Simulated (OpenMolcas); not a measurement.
**Ni2+: moving the ligands**

Ni2+ with 4 ligands (oxide) in tetrahedral coordination (Td) at 1.93 Å. A charge of +1.5 e stands 2.4 Å behind each ligand. Ligand basis ANO-RCC-VDZP.

```yaml
Program: OpenMolcas 26.06
Method: CASSCF
Basis: ANO-RCC-VDZP [5s4p2d1f]
Scalar_Hamiltonian: DKH2, point nucleus
Active_space: 8 electrons in 5 orbitals (3d)
State_averaging: 2S+1 = 3 even, 10 roots; 2S+1 = 1 even, 15 roots
Spin-orbit_coupling: state interaction with AMFI integrals over the reference wave functions
```

Runs around this geometry, states (labels of Td). Energies in cm-1 above the lowest state or level, χT in cm3 K/mol; under a threefold ground state the first gap can be a small split of the lowest multiplet, not the spin-orbit step; 10Dq and B are least-squares fits to the states below 45000 cm-1, weighted by degeneracy, with a free offset, and given where the rms deviation is under 5 % of |10Dq| (or 100 cm-1) and under 700 cm-1; 10Dq is negative for this site.

```tsv
R (Å)	Ground state	First state of that spin	10Dq	B (rms of fit)	First gap with spin-orbit (degeneracies)	χT at 300 K	First state of another spin
1.86	3T1	3T2 2448	-2976	1240 (61)	350.9 (1, 3)	2.519	1T2 16344
1.93	3T1	3T2 2093	-2533	1249 (46)	335.4 (1, 3)	2.637	1T2 16342
2.04	3T1	3T2 1625	-1964	1258 (34)	305.6 (1, 3)	2.830	1T2 16290
```

Taking |10Dq| as R^-n, n = -ln(1964 / 2976) / ln(2.04 / 1.86) = 4.5 between the shortest and longest distance. The point-charge formula for a cubic d site gives n = 5.

An orbital triplet at a regular site is open to Jahn-Teller coupling, which can distort the site and quench the lowest spin-orbit gaps and is left out. Without dynamic correlation the repulsion within the d shell is too large (B by tens of per cent), so at a given field states of lower spin stand too high. The oxide ions are held by bare point charges, a crude embedding. Ligand-to-metal charge-transfer states are missing. With oxide or sulfide held by bare charges the field of late divalent 3d ions can come out several times too small, and g and χT far too large. With no ligand orbital active B as a rule stays too high, so bands that hang on it stand too high and its fall with covalency is understated. With metal d orbitals alone and no dynamic correlation the field as a rule comes out too small, by tens of per cent, by up to half for chloride and softer ligands, and with too little covalency χT stands high. No measured value stands beside these numbers; the geometry is a model, was not optimised and need not be the one that this ion takes.
